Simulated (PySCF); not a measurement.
H₇FGe₂Si, singlet, geometry from GFN2-xTB, atoms displaced at random by about 0.03 Å a coordinate; B3LYP/STO-3G, gradient by finite differences run with PySCF.

Input for PySCF:
```python
from pyscf import gto, scf, dft

mol = gto.Mole()
mol.atom = '''
    Si    0.03451287   -0.31319979   -0.79007078
    F     0.06394742   -1.96496337   -0.79537844
    Ge   -1.98337030    0.25598677    0.17301346
    Ge    1.95849207    0.40991033    0.39372934
    H     0.14936490   -0.02970879   -2.18258354
    H    -2.80252153    1.16054438   -0.63817016
    H    -1.83537656    0.92019123    1.57758058
    H    -2.87560963   -0.94140929    0.50812848
    H     2.93684365   -0.68070680    0.60366576
    H     2.71879881    1.47275730   -0.37359000
    H     1.63471770    0.97954017    1.71701145
'''
mol.basis = 'sto-3g'
mol.verbose = 4
mol.build()

mf = dft.RKS(mol)
mf.xc = 'b3lyp'
mf.conv_tol = 1e-11
mf.kernel()
scan, done = mf.as_scanner(), []
scan.scf_summary = {}
def energy(d):
    c = mol.atom_coords()
    c[4, 0] += d
    e = scan(mol.set_geom_(c, unit='Bohr', inplace=False))
    done.append(scan.converged)
    return e
h = 1e-3
fd = (energy(h) - energy(-h)) / (2 * h)
print('dE/dx =', fd)
```

It wrote (shortened):

```
PySCF version 2.14.0

[INPUT] verbose = 4
[INPUT] num. atoms = 11
[INPUT] num. electrons = 94
[INPUT] charge = 0
[INPUT] spin (= nelec alpha-beta = 2S) = 0
[INPUT] symmetry False subgroup None
[INPUT] Mole.unit = angstrom
[INPUT] Symbol           X                Y                Z      unit          X                Y                Z       unit  Magmom
[...]
nuclear repulsion = 606.518641843234
number of shells = 31
number of NR pGTOs = 171
number of NR cGTOs = 57
basis = sto-3g
ecp = {}

******** <class 'pyscf.dft.rks.RKS'> ********
method = RKS
initial guess = minao
damping factor = 0
level_shift factor = 0
DIIS = <class 'pyscf.scf.diis.CDIIS'>
diis_start_cycle = 1
diis_space = 8
diis_damp = 0
SCF conv_tol = 1e-11
SCF conv_tol_grad = None
SCF max_cycles = 50
direct_scf = True
direct_scf_tol = 1e-13
XC library pyscf.dft.libxc version 7.1.2
    S. Lehtola, C. Steigemann, M. J. T. Oliveira, and M. A. L. Marques,  SoftwareX 7, 1–5 (2018)
XC functionals = b3lyp
    P. J. Stephens, F. J. Devlin, C. F. Chabalowski, and M. J. Frisch,  J. Phys. Chem. 98, 11623 (1994)
radial grids:
    Treutler-Ahlrichs [JCP 102, 346 (1995); DOI:10.1063/1.469408] (M4) radial grids

becke partition: Becke, JCP 88, 2547 (1988); DOI:10.1063/1.454033
pruning grids: <function nwchem_prune>
grids dens level: 3
symmetrized grids: False
atomic radii adjust function: <function treutler_atomic_radii_adjust>
small_rho_cutoff = 0
Set gradient conv threshold to 3.16228e-06
Initial guess from minao.
tot grids = 143384
init E= -4489.9659226489
[...]
cycle= 1 E= -4494.6839933488  delta_E= -4.72  |g|= 0.671  |ddm|= 3.59
[...]
cycle= 2 E= -4494.64553033585  delta_E= 0.0385  |g|= 0.845  |ddm|= 2.75
[...]
cycle= 3 E= -4494.88593346388  delta_E= -0.24  |g|= 0.0351  |ddm|= 1.46
[...]
cycle= 4 E= -4494.88643085212  delta_E= -0.000497  |g|= 0.0169  |ddm|=  0.1
[...]
cycle= 5 E= -4494.88653703687  delta_E= -0.000106  |g|= 0.00517  |ddm|= 0.0375
[...]
cycle= 6 E= -4494.88654720192  delta_E= -1.02e-05  |g|= 0.000844  |ddm|= 0.0105
[...]
cycle= 7 E= -4494.88654753605  delta_E= -3.34e-07  |g|= 0.000142  |ddm|= 0.00212
[...]
cycle= 8 E= -4494.88654754432  delta_E= -8.26e-09  |g|= 4.55e-05  |ddm|= 0.000355
[...]
cycle= 9 E= -4494.88654754524  delta_E= -9.26e-10  |g|= 3.64e-06  |ddm|= 9.77e-05
[...]
cycle= 10 E= -4494.88654754524  delta_E= 5.46e-12  |g|= 8.24e-07  |ddm|= 1.08e-05
[...]
Extra cycle  E= -4494.88654754523  delta_E= 3.64e-12  |g|= 3.96e-07  |ddm|= 3e-06
converged SCF energy = -4494.88654754523
[...]
converged SCF energy = -4494.8865459316
[...]
   5 H      0.148835722789  -0.029708790000  -2.182583540000 AA    0.281258753623  -0.056141476592  -4.124485134584 Bohr
   6 H     -2.802521530000   1.160544380000  -0.638170160000 AA   -5.295998149897   2.193111033603  -1.205966823270 Bohr
   7 H     -1.835376560000   0.920191230000   1.577580580000 AA   -3.468359033846   1.738909406927   2.981195235633 Bohr
   8 H     -2.875609630000  -0.941409290000   0.508128480000 AA   -5.434114641862  -1.779005729221   0.960223663292 Bohr
   9 H      2.936843650000  -0.680706800000   0.603665760000 AA    5.549830169168  -1.286349423129   1.140762957177 Bohr
  10 H      2.718798810000   1.472757300000  -0.373590000000 AA    5.137785138693   2.783107944954  -0.705982782876 Bohr
  11 H      1.634717700000   0.979540170000   1.717011450000 AA    3.089168743979   1.851062649310   3.244681393242 Bohr

******** <class 'pyscf.scf.hf.RKS_Scanner'> ********
method = RKS_Scanner
initial guess = minao
damping factor = 0
level_shift factor = 0
DIIS = <class 'pyscf.scf.diis.CDIIS'>
diis_start_cycle = 1
diis_space = 8
diis_damp = 0
SCF conv_tol = 1e-11
SCF conv_tol_grad = None
SCF max_cycles = 50
direct_scf = True
direct_scf_tol = 1e-13
XC library pyscf.dft.libxc version 7.1.2
    S. Lehtola, C. Steigemann, M. J. T. Oliveira, and M. A. L. Marques,  SoftwareX 7, 1–5 (2018)
XC functionals = b3lyp
    P. J. Stephens, F. J. Devlin, C. F. Chabalowski, and M. J. Frisch,  J. Phys. Chem. 98, 11623 (1994)
radial grids:
    Treutler-Ahlrichs [JCP 102, 346 (1995); DOI:10.1063/1.469408] (M4) radial grids

becke partition: Becke, JCP 88, 2547 (1988); DOI:10.1063/1.454033
pruning grids: <function nwchem_prune>
grids dens level: 3
symmetrized grids: False
atomic radii adjust function: <function treutler_atomic_radii_adjust>
small_rho_cutoff = 0
Set gradient conv threshold to 3.16228e-06
tot grids = 143384
init E= -4494.88656139892
[...]
cycle= 1 E= -4494.8865491359  delta_E= 1.23e-05  |g|= 4.33e-05  |ddm|= 0.000722
[...]
cycle= 2 E= -4494.88654913656  delta_E= -6.62e-10  |g|= 3.4e-05  |ddm|= 0.000183
[...]
cycle= 3 E= -4494.88654913703  delta_E= -4.72e-10  |g|= 4.48e-06  |ddm|= 7.14e-05
[...]
cycle= 4 E= -4494.88654913703  delta_E= -1.82e-12  |g|= 1.87e-06  |ddm|= 1.22e-05
[...]
Extra cycle  E= -4494.88654913705  delta_E= -1.64e-11  |g|= 2.05e-06  |ddm|= 7.47e-06
converged SCF energy = -4494.88654913705
dE/dx = 0.001602723841642728
```
